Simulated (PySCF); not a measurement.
Radial density of Pb⁶³⁺ (lead, charge +63)

r2SCANh, [Ar] 3d1, 2D determinant. Calculation: PySCF 2.14, in an uncontracted even-tempered set (16 s from 18 bohr⁻², ratio 2.5; 10 p from 23 bohr⁻², ratio 2.5; 7 d from 23 bohr⁻², ratio 2.5; 4 f from 81 bohr⁻², ratio 2.7; 3 g from 120 bohr⁻², ratio 2.7); no relativity, point nucleus.

```
r (bohr)  4πr²ρ (e/bohr)  4πr²(ρα − ρβ)
0.000313          0.4629         0.0000
0.000526           1.264         0.0000
0.000885           3.373         0.0000
 0.00149           8.644        -0.0001
 0.00251           20.71        -0.0003
 0.00421           44.32        -0.0006
 0.00709           78.70        -0.0009
  0.0119           104.3         0.0003
  0.0201           99.09         0.0217
  0.0337           108.6         0.2565
  0.0567           132.3         1.8249
  0.0954           65.67         6.1820
   0.161           68.18         6.1692
   0.270           14.82         0.8099
   0.454          0.1411         0.0065
```

A non-relativistic calculation at this Z misses sizeable relativistic shifts. Spin-orbit coupling, absent here, splits the open shell strongly.
